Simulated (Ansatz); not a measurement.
Species: H3AlI2Si, SMILES `[SiH3][Al]([I])[I]` (charge 0, multiplicity 1), formula H$_{3}$AlI$_{2}$Si.

**Question.** How many basis functions does frozen-core CCSD(T)/def2-TZVPP // B3LYP-D3(BJ)/def2-TZVP (Ansatz, an electronic-structure program) use, how many core orbitals are frozen, and how many electrons are correlated?

**Answer.** 226 basis functions and 18 frozen orbitals, which leaves 44 correlated electrons (filled d shells below the valence shell are correlated). Core time is of the order of minutes.
